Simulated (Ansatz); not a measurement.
Mulliken charges of `C[O][AlH][SH]` from ωB97M-V/def2-TZVPP in Ansatz (PBE0-D4/def2-TZVP geometry).

| atom | x (Å) | y (Å) | z (Å) | charge (e) |
| --- | --- | --- | --- | --- |
| C1 | 0.613 | 1.288 | 0.163 | -0.156 |
| O2 | 0.207 | 0.390 | -0.823 | -0.358 |
| Al3 | -0.503 | -1.128 | -0.921 | 0.470 |
| S4 | -1.045 | -2.229 | 0.888 | -0.282 |
| H5 | 0.400 | 0.928 | 1.179 | 0.082 |
| H6 | 1.690 | 1.468 | 0.090 | 0.114 |
| H7 | 0.100 | 2.246 | 0.033 | 0.114 |
| H8 | -0.774 | -1.749 | -2.336 | -0.100 |
| H9 | -0.600 | -1.262 | 1.710 | 0.115 |

Problem. By hand: the dipole of these point charges (1 e Å = 4.8032 D).

Solution. Σ q r = (0.134, 0.287, 0.127) e Å, of length 0.341 e Å = 1.64 D.

Problem. How does the dipole of the full density compare? (Best estimate.)

Solution. Ansatz gave: (0.119, 0.258, 0.150) e Å, 1.54 D; the point charges give 1.06 times that, at 6° from its direction.

Point charges leave out the atoms' own dipoles, such as those of lone pairs, and Mulliken's split depends on the basis, so the close match here is no proof of good charges.
